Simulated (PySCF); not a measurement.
methyl ethyl ether (C$_{3}$H$_{8}$O), singlet, geometry from GFN2-xTB. Base run: DF-PBE0/6-31G** (PySCF).

Here is a job for PySCF.
```python
from pyscf import gto, scf, dft

mol = gto.Mole()
mol.atom = '''
    O     0.022172   -0.706372   -0.008918
    C    -0.001910    0.703791    0.009063
    C     1.319408   -1.235776   -0.004276
    C    -1.449207    1.167504    0.002248
    H     0.515371    1.075025    0.908962
    H     0.531117    1.097999   -0.871671
    H     1.215575   -2.318745   -0.019167
    H     1.887160   -0.910900   -0.886220
    H     1.871403   -0.933890    0.895656
    H    -1.949854    0.799068   -0.888595
    H    -1.965443    0.776323    0.874298
    H    -1.492447    2.252984    0.015870
'''
mol.basis = '6-31g**'
mol.charge = 0
mol.spin = 0
mol.verbose = 4
mol.build()

mf = dft.RKS(mol)
mf.xc = 'pbe0'
mf = mf.density_fit(auxbasis='def2-universal-jkfit')
mf.kernel()
```

Variants of this job, named by their change:

```tsv
change	ΔE vs base (µEh)	grid points	electrons on the grid
base	0.0	134904	33.99997
grids.level = 7	-3.1	747568	34.00000
grids.atom_grid = (75, 302)	-0.1	175144	33.99997
grids.prune = dft.gen_grid.treutler_prune	0.0	115496	33.99998
grids.level = 1	-19.6	40496	34.00038
grids.level = 5	-3.0	360232	34.00000
small_rho_cutoff = 0	0.0	134904	33.99997
grids.atom_grid = (99, 590)	-3.8	390888	34.00000
grids.atom_grid = (30, 110)	64.7	29568	34.00093
grids.atom_grid = (150, 974)	-3.0	977280	34.00000
grids.prune = dft.gen_grid.sg1_prune	-38.8	59880	34.00006
```
